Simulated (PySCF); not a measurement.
Compound: C₄H₅ClOSi.
SMILES: `C=C([SiH3])C(Cl)=C=O`

Torsions of this conformer, `[CH2:1]=[C:2]([SiH3:3])[C:4]([Cl:5])=[C:6]=[O:7]`: C1–C2–C4–Cl5 -1°.

The closed-shell ground state was solved at several levels (PySCF, density fitting, gas phase, non-relativistic). One conformer (not necessarily the lowest) at the PBE0-D3(BJ)/def2-SVP geometry, without solvent, vibrations or thermal averaging.

| level | basis functions | HOMO (eV) | LUMO (eV) | gap (eV) | dipole (D) |
| --- | --- | --- | --- | --- | --- |
| PBE0/6-311+G(2d,p) | 235 | -6.60 | -2.28 | 4.32 | 1.13 |
| KT2/pcSseg-1 | 158 | -5.57 | -3.37 | 2.20 | 1.05 |
| PBE0/cc-pVDZ | 131 | -6.41 | -2.06 | 4.35 | 0.94 |
| B3LYP/cc-pVTZ | 288 | -6.35 | -2.39 | 3.96 | 1.03 |
| BHandHLYP/pcSseg-1 | 158 | -7.54 | -1.01 | 6.53 | 1.41 |
| PBE0/6-31G* | 116 | -6.36 | -2.03 | 4.33 | 1.11 |

**Question.** What might PBE0/def2-SVP (131 basis functions) give for the same quantities?

**Answer.** HOMO -6.47 eV, LUMO -2.11 eV, gap 4.36 eV, dipole 0.98 D.

**Question.** Over all these levels, which gives the widest orbital gap and which the narrowest?

**Answer.** BHandHLYP/pcSseg-1 (global hybrid, 50 % exact exchange) has the widest, 6.53 eV, and KT2/pcSseg-1 (GGA) the narrowest, 2.20 eV. The two share the basis. From the narrowest to the widest the HOMO moves by -1.97 eV and the LUMO by +2.36 eV.

**Question.** How much does the basis alone move the frontier levels among the 4 PBE0 rows (the withheld one included)?

**Answer.** The HOMO by 0.24 eV and the LUMO by 0.25 eV. By rising basis size (HOMO, LUMO in eV): 6-31G* -6.36, -2.03; cc-pVDZ -6.41, -2.06; def2-SVP -6.47, -2.11; 6-311+G(2d,p) -6.60, -2.28.

**Question.** How far do the dipole and the HOMO energy spread over the levels?

**Answer.** The dipole runs from 0.94 to 1.41 D (mean 1.09 D) and the HOMO from -7.54 to -5.57 eV.
